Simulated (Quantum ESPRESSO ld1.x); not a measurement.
Task: These are the eigenvalues of the occupied orbitals of an atom or ion with whole-number occupations (hartree). Method: non-relativistic Kohn-Sham, LDA (Slater exchange, Perdew-Wang correlation), spin-polarised, spherical densities, point nucleus; computed with ld1.x of Quantum ESPRESSO 7.5.

orbital  eigenvalue
1s up      -255.152
1s down    -254.986
2s up      -45.9016
2s down    -45.6408
2p up      -42.5388
2p down    -42.2378
4d up      -8.09644

Which element is it, and in what charge state? The configuration may be excited. Open shells, if any, are filled with parallel spins first.

Result: Z = 25, manganese, charge +15: Mn15+ in [He] 2s2 2p5 4d1. The list shows which subshells hold electrons but not how many an open one holds; the 1s level, -255.15 hartree, gives Z - s = 22.6 by -(Z - s)^2/2, which with screening narrows Z to a few neighbours, and the depths of the outer levels then fix element, charge and occupations together.
